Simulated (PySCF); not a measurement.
CH2NS, SMILES N[C]=S, multiplicity 2. Atoms are numbered in the order given.

```xyz
5

N     -0.1199    -1.5924     0.0000
C      0.4252    -0.4025     0.0000
S     -0.0651     1.1067     0.0000
H     -1.1251    -1.7265     0.0000
H      0.4550    -2.4181     0.0000
```
Charge 0, spin multiplicity 2.

Geometry optimised at PBE0-D3(BJ)/def2-TZVP. The isomer is the one that the SMILES or the coordinates give; other isomers of the formula were not compared. One conformer was computed; it need not be the lowest.

Method: TDA-ωB97X/def2-SVPD (PySCF).

Vertical excitations. The molecule is in vacuum.

Computed lowest excited states:
```json
[
 {"state": "root 1", "energy (eV)": "2.69", "λ (nm)": "461", "f": "0.000", "main pairs": "α HOMO→LUMO 96 %"},
 {"state": "root 2", "energy (eV)": "3.19", "λ (nm)": "389", "f": "0.001", "main pairs": "β HOMO→LUMO 96 %"},
 {"state": "root 3", "energy (eV)": "3.78", "λ (nm)": "328", "f": "0.021", "main pairs": "α HOMO−1→LUMO 16 %, β HOMO−1→LUMO 78 %"},
 {"state": "root 4", "energy (eV)": "4.44", "λ (nm)": "279", "f": "0.005", "main pairs": "α HOMO−1→LUMO 41 %, β HOMO→LUMO+1 50 %"},
 {"state": "root 5", "energy (eV)": "5.22", "λ (nm)": "238", "f": "0.001", "main pairs": "β HOMO−1→LUMO+1 92 %"},
 {"state": "root 6", "energy (eV)": "5.59", "λ (nm)": "222", "f": "0.018", "main pairs": "α HOMO→LUMO+1 86 %"},
 {"state": "root 7", "energy (eV)": "6.27", "λ (nm)": "198", "f": "0.008", "main pairs": "α HOMO→LUMO+2 67 %"},
 {"state": "root 8", "energy (eV)": "6.29", "λ (nm)": "197", "f": "0.000", "main pairs": "α HOMO−2→LUMO 87 %, β HOMO−1→LUMO+1 5 %"},
 {"state": "root 9", "energy (eV)": "6.61", "λ (nm)": "188", "f": "0.243", "main pairs": "α HOMO→LUMO+3 29 %, α HOMO−1→LUMO 17 %, α HOMO→LUMO+4 13 %, α HOMO→LUMO+2 5 %, β HOMO→LUMO+1 20 %"},
 {"state": "root 10", "energy (eV)": "6.85", "λ (nm)": "181", "f": "0.065", "main pairs": "α HOMO→LUMO+4 58 %, α HOMO→LUMO+3 23 %, α HOMO→LUMO+2 10 %"}
]
```
Unrestricted roots are not spin-pure.
